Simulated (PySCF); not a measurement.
The PySCF input:
```python
from pyscf import gto, scf

mol = gto.Mole()
mol.atom = '''
    C    -1.85250354   -0.75341260   -1.64491509
    Si   -1.15751455   -0.19252911    0.04867828
    C    -2.11542853    1.38464731    0.55933844
    C    -1.59427803   -1.55639574    1.31949060
    Si    1.15751455    0.19252911   -0.04867828
    C     1.85250354    0.75341260    1.64491509
    C     1.59427803    1.55639574   -1.31949060
    C     2.11542853   -1.38464731   -0.55933844
    H    -1.38122298   -1.67339640   -1.97770833
    H    -1.67730056   -0.00252223   -2.40956825
    H    -2.92336754   -0.93233716   -1.60300705
    H    -3.18676964    1.20960247    0.60524631
    H    -1.80050263    1.73611210    1.53735739
    H    -1.94720648    2.19230528   -0.14678963
    H    -2.66467346   -1.73677739    1.36677783
    H    -1.11614133   -2.49769952    1.06540523
    H    -1.26551507   -1.28301853    2.31769233
    H     2.92336754    0.93233716    1.60300705
    H     1.38122298    1.67339640    1.97770833
    H     1.67730056    0.00252223    2.40956825
    H     1.26551507    1.28301853   -2.31769233
    H     1.11614133    2.49769952   -1.06540523
    H     2.66467346    1.73677739   -1.36677783
    H     1.80050263   -1.73611210   -1.53735739
    H     1.94720648   -2.19230528    0.14678963
    H     3.18676964   -1.20960247   -0.60524631
'''
mol.basis = 'sto-3g'
mol.verbose = 4
mol.build()

mf = scf.RHF(mol)
mf.kernel()
```

Question: Predict the dipole moment from HF/STO-3G in PySCF.

Answer: 0.00 D

Question: What is the computed total energy (HF/STO-3G)?

Answer: -806.2634 Eh

Question: Estimate the HOMO energy that HF/STO-3G returns for this input.

Answer: -8.11 eV

Question: What HOMO-LUMO gap does HF/STO-3G give?

Answer: 18.52 eV

Question: Estimate the nuclear repulsion energy that HF/STO-3G returns for this input.

Answer: 564.1477 Eh

Question: Give the Mulliken (on the basis functions themselves) charges in atom order at the level HF/STO-3G.

Answer: C1 -0.36, Si2 0.66, C3 -0.36, C4 -0.36, Si5 0.66, C6 -0.36, C7 -0.36, C8 -0.36, H9 0.05, H10 0.05, H11 0.05, H12 0.05, H13 0.05, H14 0.05, H15 0.05, H16 0.05, H17 0.05, H18 0.05, H19 0.05, H20 0.05, H21 0.05, H22 0.05, H23 0.05, H24 0.05, H25 0.05, H26 0.05
